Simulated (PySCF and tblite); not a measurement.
C6H9F, numbered as in [CH2:1]=[CH:2]/[CH:3]=[C:4](\[F:5])[CH2:6][CH3:7]: conformational analysis

The ensemble was built from 90 distance-geometry starts (ETKDG and KDG, MMFF94s, GFN2-xTB) and rests on PBE0-D3(BJ)/def2-SVP geometries. Free energies are PBE0-D3(BJ)/def2-TZVP (IEF-PCM, chloroform) single points with GFN2-xTB rigid-rotor and vibrational terms (modes under about 100 cm⁻¹ blended into free rotors). Symmetry numbers and mirror images are counted. Conformers within 2.5 kcal/mol (GFN2-xTB free energy) were kept, 4 at most. GIAO shieldings: PBE0/pcSseg-1 (IEF-PCM, chloroform). Couplings: B3LYP/pcSseg-1 with pcJ-1 on H, F (gas phase; spin-dipole term only for pairs with B, N, F, Si or P). Couplings are for ¹⁹F, ¹H. Shifts are against TMS (¹H), TMS (¹³C), CFCl3 (¹⁹F) at the same level; of two unlike H on one atom, a is the less shielded. Codes: tblite and PySCF.

Torsions listed: C1–C2–C3–C4, F5–C4–C6–C7. Of a mirror pair one member is shown.

| conformer | shape | symmetry | E(GFN2) kcal/mol | E(DFT) kcal/mol | G(298.15 K) kcal/mol | weight % | dipole D |
| --- | --- | --- | --- | --- | --- | --- | --- |
| 1 | 180°, 58° | C1 (pair) | 0.07 | 0.27 | 0.00 | 57.9 | 1.89 |
| 2 | 180°, 180° | Cs | 0.00 | 0.00 | 0.19 | 41.8 | 2.04 |
| 3 | 1°, -59° | C1 (pair) | 2.37 | 3.29 | 3.06 | 0.3 | 2.04 |

Weights (%) against temperature:

```
 T (K)     1     2    3  S(mix) cal/mol/K
   250  55.5  44.3  0.1              2.15
298.15  57.9  41.8  0.3              2.19
   350  59.4  39.8  0.7              2.24
```

Averaged shifts at 298.15 K. ¹H: 6.84 (H2, 1H), 5.39 (H1a, 1H), 5.38 (H3, 1H), 5.30 (H1b, 1H), 2.28 (H6, 2H), 1.14 (H7, 3H) ppm. ¹³C: 173.1 (C4), 137.9 (C2), 121.5 (C1), 112.3 (C3), 29.2 (C6), 12.1 (C7) ppm. ¹⁹F: -99.7 (F5) ppm.

Averaged couplings (Hz): ⁵J(H1b,F5) -3.0, ⁵J(H1a,F5) -1.6, ⁴J(H2,F5) 2.0, ³J(H3,F5) 28.6, ³J(F5,H6) 11.4, ²J(H1b,H1a) 1.8, ³J(H1b,H2) 11.8, ⁴J(H1b,H3) -1.2, ⁶J(H1b,H6) -1.4, ³J(H1a,H2) 18.2, ⁴J(H1a,H3) -0.7, ⁶J(H1a,H6) -1.3, ³J(H2,H3) 11.9, ⁴J(H3,H6) -1.5, ²J(H6,H6) -18.6, ³J(H6,H7) 8.3, ²J(H7,H7) -14.2. Computed couplings to fluorine can be off by tens of per cent at such levels.

Coordinates of conformer 1 (Å):

```xyz
16

C     3.380    0.162    0.227
C     2.171   -0.389    0.044
C     0.917    0.273    0.347
C    -0.293   -0.276    0.158
F    -0.383   -1.522   -0.331
C    -1.625    0.328    0.432
C    -2.465   -0.492    1.407
H     4.295   -0.382   -0.020
H     3.493    1.173    0.631
H     2.097   -1.402   -0.363
H     0.945    1.288    0.752
H    -1.472    1.351    0.806
H    -2.164    0.418   -0.528
H    -2.612   -1.515    1.031
H    -3.455   -0.035    1.549
H    -1.974   -0.561    2.391
```

Coordinates of conformer 2 (Å):

```xyz
16

C     3.016    0.400   -0.503
C     2.112    0.035    0.417
C     0.678    0.038    0.201
C    -0.226   -0.319    1.126
F     0.191   -0.706    2.341
C    -1.709   -0.359    1.019
C    -2.281    0.060   -0.322
H     4.087    0.378   -0.288
H     2.713    0.732   -1.501
H     2.451   -0.292    1.406
H     0.302    0.349   -0.776
H    -2.028   -1.387    1.273
H    -2.115    0.272    1.830
H    -2.007    1.097   -0.569
H    -3.378   -0.001   -0.308
H    -1.919   -0.588   -1.134
```

Unscaled ¹⁹F shifts at such levels can be off by tens of ppm; differences between conformers or isomers are more reliable. Shifts are unscaled: against experiment ¹³C can be off by 15 ppm or more and ¹H by 0.8 ppm.

Search and properties took 3.9 min on 1 thread of Arm Neoverse V1, shared host (rough), launched as `OMP_NUM_THREADS=1 python ens_run.py task.json out`.
